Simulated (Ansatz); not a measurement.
Calculated with Ansatz (gas phase, PBE0-D4/def2-TZVP geometries, no zero-point term in ΔE). CCSD(T)/CBS is the MP2 limit (def2-TZVPP, def2-QZVPP) plus CCSD(T) − MP2 in def2-TZVPP, frozen cores. This one scheme is used for every species. DFT in def2-TZVPP. B3LYP here is the variant with VWN-RPA as its local correlation; programs differ in this. For Ge outer-core shells are correlated without core-valence functions, which leaves a few kJ/mol of doubt a bond. Scalar relativity is left out up to krypton. Each species was taken in one conformer, which may not be the lowest.

Consider the ligand exchange at a Ge–Cl bond: `[Cl][GeH2][Cl]` + `N[SiH](F)Cl` → `F[SiH](Cl)[NH][GeH2][Cl]` + HCl.

**Question.** Is it downhill or uphill in electronic energy at CCSD(T)/CBS, and by how much? (Best estimate.)

**Answer.** Computed: Uphill: ΔE = +0.48 eV.

**Question.** What do these levels give: PBE-D4, r2SCAN-D4, PBE0-D4, B3LYP-D4, B2PLYP, PBE, PBE0, B3LYP, HF/def2-TZVPP, SCS-MP2/def2-TZVPP, CCSD(T)/def2-TZVPP, CCSD/CBS(def2)? (Estimate.)

**Answer.** The calculation gave: PBE-D4 0.56, r2SCAN-D4 0.58, PBE0-D4 0.56, B3LYP-D4 0.54, B2PLYP 0.57, PBE 0.64, PBE0 0.63, B3LYP 0.65, HF/def2-TZVPP 0.65, SCS-MP2/def2-TZVPP 0.47, CCSD(T)/def2-TZVPP 0.45, CCSD/CBS(def2) 0.50 eV.

Largest T1 diagnostic among the species: 0.011.

In def2-TZVPP, CCSD(T) changes the Hartree–Fock value by −0.21 eV (the triples alone add −0.02 eV) and MP2 by −0.20 eV. The D4 term adds −0.11 eV with B3LYP and −0.07 eV with PBE0; it sums over pairs of atoms, weighted by their polarisabilities, and B3LYP, whose exchange is more repulsive, gets the larger term.
